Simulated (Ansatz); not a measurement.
Be₆S₅, relaxed as a singlet with RKS r2SCAN-D4/def2-SVP in Ansatz, starting from the GFN1-xTB geometry. Force threshold 0.02 eV/Å.

Another isomer (singlet) lies 2.31 eV lower at PBE0-D4/def2-TZVP; other spin states weren't run for this one.

Start:

```
atom   x (Å)   y (Å)   z (Å)
 Be1  -1.755   2.460  -0.411
 Be2   0.899   2.439   1.316
 Be3  -2.546  -0.431  -1.782
 Be4  -1.583  -2.138  -1.668
 Be5   2.466  -0.345   1.503
 Be6   1.209  -2.797  -0.053
  S7  -0.561   3.428   0.670
  S8  -0.226  -3.286  -1.149
  S9   2.361   1.467   1.979
 S10   2.589  -2.165   1.055
 S11  -2.852   1.367  -1.460
```

Problem. Estimate the energy that the relaxation releases and the steps that it takes.

Solution. 106.9 kJ/mol, in 15 steps; 53 s on 4 threads of Arm Neoverse V1 on a shared host. The force fell under the threshold at step 13, but the optimiser went on. No frequencies were taken in this run, so the end may be a saddle point.

Problem. Does the start keep its bonding and symmetry?

Solution. By distances, no bond broke or formed. The bond that changes most is Be3–Be4, from 1.96 to 2.08 Å (atoms count from 1). Point group C2v at the start, Cs at the end, both within 0.05 Å.

Problem. Predict the relaxed structure.

Solution. 
```xyz
11

Be   -1.817    2.245   -0.003
Be    0.731    2.038    0.883
Be   -1.826    0.053   -1.585
Be   -0.804   -1.749   -1.467
Be    2.060   -0.330    1.048
Be    0.973   -2.699    0.332
S    -0.897    2.710    1.601
S     0.207   -3.373   -1.273
S     2.339    1.327    0.150
S     1.739   -1.986    1.926
S    -2.706    1.763   -1.613
```
Bond lengths (bridged metal pairs left out): 10 × Be–S 1.90 to 1.92 Å; 1 × Be–Be 2.08 Å.
